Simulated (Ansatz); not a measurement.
Reaction (ligand exchange at a Ge–S bond): `S[S][GeH3]` + `NCS` → `NC[S][GeH3]` + `SS`

Computed with Ansatz on PBE0-D4/def2-TZVP structures; ΔE is electronic, products minus reactants. CCSD(T)/CBS adds triple-zeta CCSD(T) − MP2 to the extrapolated MP2 energy (def2 sets, frozen cores). This one scheme is used for every species. DFT in def2-TZVPP. B3LYP here is the variant with VWN-RPA as its local correlation; programs differ in this. HSE06 is defined as in plane-wave codes. For Ge outer-core shells are correlated without core-valence functions, which leaves a few kJ/mol of doubt a bond. Scalar relativity is left out up to krypton. Each species was taken in one conformer, which may not be the lowest.

`S[S][GeH3]`:

```xyz
7

S     0.386    1.085   -1.922
S    -0.050    1.519    0.042
Ge   -0.449   -0.548    0.789
H     1.711    0.887   -1.789
H     0.834   -1.380    0.650
H    -0.849   -0.397    2.266
H    -1.584   -1.166   -0.037
```

`NCS`:

Z-matrix (Å, degrees):
```
C
S 1 1.811
N 1 1.444 2 112.7
H 1 1.097 2 107.3 3 -128.3
H 1 1.092 2 104.7 3 117.9
H 2 1.342 1 96.7 3 83.9
H 3 1.012 1 111.0 2 -65.0
H 3 1.014 1 110.4 2 175.5
```

`NC[S][GeH3]`:

```xyz
11

N     1.416    0.102   -0.174
C     0.442    1.048   -0.661
S    -1.101    0.212   -1.129
Ge   -1.343   -0.999    0.722
H     2.237    0.573    0.187
H     1.704   -0.532   -0.909
H     0.735    1.610   -1.558
H     0.231    1.769    0.132
H    -1.023   -0.116    1.938
H    -2.827   -1.406    0.729
H    -0.472   -2.262    0.722
```

`SS`:

Cartesian coordinates in Å:
```
S -0.350 -1.036 0.264
S 0.888 0.589 0.360
H -1.532 -0.394 0.335
H 0.994 0.840 -0.959
```

```json
{"level": "LDA (SPW92)", "ΔE (kJ/mol)": "-10.5", "difference from CCSD(T)/CBS": "-1.5"}
{"level": "PBE-D4", "ΔE (kJ/mol)": "-8.2", "difference from CCSD(T)/CBS": "0.8"}
{"level": "r2SCAN-D4", "ΔE (kJ/mol)": "-9.2", "difference from CCSD(T)/CBS": "-0.2"}
{"level": "PBE0-D4", "ΔE (kJ/mol)": "-9.4", "difference from CCSD(T)/CBS": "-0.4"}
{"level": "BHLYP-D4", "ΔE (kJ/mol)": "-9.0", "difference from CCSD(T)/CBS": "0.0"}
{"level": "ωB97X-V", "ΔE (kJ/mol)": "-10.5", "difference from CCSD(T)/CBS": "-1.5"}
{"level": "PBE-QIDH", "ΔE (kJ/mol)": "-10.0", "difference from CCSD(T)/CBS": "-1.0"}
{"level": "r2SCAN", "ΔE (kJ/mol)": "-8.7", "difference from CCSD(T)/CBS": "0.3"}
{"level": "B3LYP", "ΔE (kJ/mol)": "-5.5", "difference from CCSD(T)/CBS": "3.5"}
{"level": "r2SCANh", "ΔE (kJ/mol)": "-8.9", "difference from CCSD(T)/CBS": "0.1"}
{"level": "HSE06", "ΔE (kJ/mol)": "-7.7", "difference from CCSD(T)/CBS": "1.3"}
{"level": "BHLYP", "ΔE (kJ/mol)": "-7.4", "difference from CCSD(T)/CBS": "1.6"}
{"level": "CCSD/def2-SVP", "ΔE (kJ/mol)": "-13.4", "difference from CCSD(T)/CBS": "-4.4"}
{"level": "HF/def2-TZVPP", "ΔE (kJ/mol)": "-6.9", "difference from CCSD(T)/CBS": "2.1"}
{"level": "CCSD(T)/def2-TZVPP", "ΔE (kJ/mol)": "-10.5", "difference from CCSD(T)/CBS": "-1.5"}
{"level": "SCS-MP2/def2-QZVPP", "ΔE (kJ/mol)": "-8.8", "difference from CCSD(T)/CBS": "0.2"}
{"level": "CCSD(T)/CBS", "ΔE (kJ/mol)": "-9.0", "difference from CCSD(T)/CBS": "0"}
```

Largest T1 diagnostic among the species: 0.012.

Leaving LDA and LC-ωPBE aside and taking each functional with its dispersion term where it has one, the values, not all of them listed here, spread over 3.2 kJ/mol, from ωB97M-V to B2PLYP. LDA lies −4.2 kJ/mol from PBE without D4. In def2-TZVPP, CCSD(T) changes the Hartree–Fock value by −3.6 kJ/mol (the triples alone add −0.3 kJ/mol) and MP2 by −3.9 kJ/mol. From BLYP to BHLYP (50 % exact exchange), in def2-TZVPP and without D4, ΔE moves by −3.7 kJ/mol.
